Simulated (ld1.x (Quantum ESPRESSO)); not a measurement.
# Varying the TM potential for nitrogen

Base potential:

nitrogen, norm-conserving Troullier–Martins (Kleinman–Bylander form), made with ld1.x (Quantum ESPRESSO) 7.5 (PBE, scalar-relativistic). Core [He], reference 2s2 2p3. Waves: 2s (bound): rc 0.70 bohr; 2p (bound): rc 2.35 bohr. Local part: all-electron potential smoothed inside 1.00 bohr (lloc = -2). Core correction: none.

Cutoffs, loose and tight: the cutoffs (Ry, on a coarse ladder) from which the occupation-weighted sum of valence levels, in a spherical-Bessel basis at the reference potential, stays within 10 and 1 mRy of its value at 400 Ry. They do not see the model core or the augmentation charge, which bear on the density cutoff. Test errors are all-electron minus pseudo excitation energies from the reference, over the configurations 2s2 2p2; 2s2 2p1; 2s2 2p0; 2s1 2p3; 2s1 2p0; 2s1 2p4; 2s2 2p3.3. A dash means not determined; rows that change the core or the reference have their own tests.

Cutoffs are not given where the Bessel-basis levels miss the radial ones by over 6 mRy, ghosts where they miss by over 20 mRy; a channel whose overlap is not positive is not tested.

```tsv
change	outcome	cutoff, loose	cutoff, tight	bound ghosts	largest test error (meV)
base	generated	140 Ry	300 Ry	none	+4504
wave 2s (bound): rc 0.70 bohr becomes 2s (bound): rc 0.48 bohr	generated	–	–	not determined	+4484
wave 2s (bound): rc 0.70 bohr becomes 2s (bound): rc 0.60 bohr	generated	230 Ry	over 300 Ry	none	+4528
wave 2s (bound): rc 0.70 bohr becomes 2s (bound): rc 0.72 bohr	generated	120 Ry	260 Ry	none	+4501
wave 2s (bound): rc 0.70 bohr becomes 2s (bound): rc 0.84 bohr	generated	55 Ry	140 Ry	none	+4488
wave 2s (bound): rc 0.70 bohr becomes 2s (bound): rc 0.90 bohr	generated	55 Ry	140 Ry	none	+4490
wave 2s (bound): rc 0.70 bohr becomes 2s (bound): rc 1.02 bohr	generated	50 Ry	120 Ry	none	+4497
```

Reading the sweep of the s radius (base included, trends over the rows without a ghost): The loose cutoff falls from 230 Ry at 0.6 to 50 Ry at 1.02 bohr. A larger radius leaves more room for a smooth pseudo-wave, so fewer plane waves are needed; a smaller one forces it to follow the all-electron wave where it bends sharply. The median size of the test errors (rows with all tests solved) stays near 137.0 meV.
